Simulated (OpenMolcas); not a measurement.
Ir5+ among 6 point charges of -1.7 e arranged as a tetragonal octahedron (D4h), 2.08 Å from the ion, with the axial distance 2.101 Å.
```
   2.0800    0.0000    0.0000  -1.70
   0.0000    2.0800    0.0000  -1.70
  -2.0800    0.0000    0.0000  -1.70
   0.0000   -2.0800    0.0000  -1.70
   0.0000    0.0000    2.1008  -1.70
   0.0000    0.0000   -2.1008  -1.70
```

```yaml
Program: OpenMolcas
Method: CASSCF
Basis: ANO-RCC-VDZP [7s6p4d2f]
Scalar_Hamiltonian: DKH2, point nucleus
Active_space: 4 electrons in 5 orbitals (5d)
State_averaging: 2S+1 = 5 even, 5 roots; 2S+1 = 3 even, 45 roots; 2S+1 = 1 even, 50 roots
Spin-orbit_coupling: state interaction with AMFI integrals over the reference wave functions
```

Question: What is the spin-free ground state (labels of D4, the rotations of D4h)?

Answer: 5B1, 1-fold in its orbital part, 100 % from free-ion D terms; it has the highest spin that d4 allows.

Question: Where is the first state of the same spin?

Answer: 5A1 at 523 cm-1 above the ground state.

Question: What are the lowest two levels with spin-orbit coupling?

Answer: A 1-fold level A1, then a 1-fold level A2 5325 cm-1 above it. Their leading multiplicities are 5 (63 %) and 5 (84 %).

Question: What is χT at 300 K?

Answer: 0.05 cm3 K/mol.

Spin-orbit coupling mixes the spin-free states strongly: the lowest level takes only 19 % from its leading state, 5B1. Without dynamic correlation the repulsion within the d shell is too large (B by tens of per cent), so at a given field states of lower spin stand too high. Point charges give a weaker field than real ligands, and real ions of this kind are as a rule low spin; the high spin found here belongs to the model. This is an electrostatic model: the charges have no orbitals. No measured value stands beside these numbers.
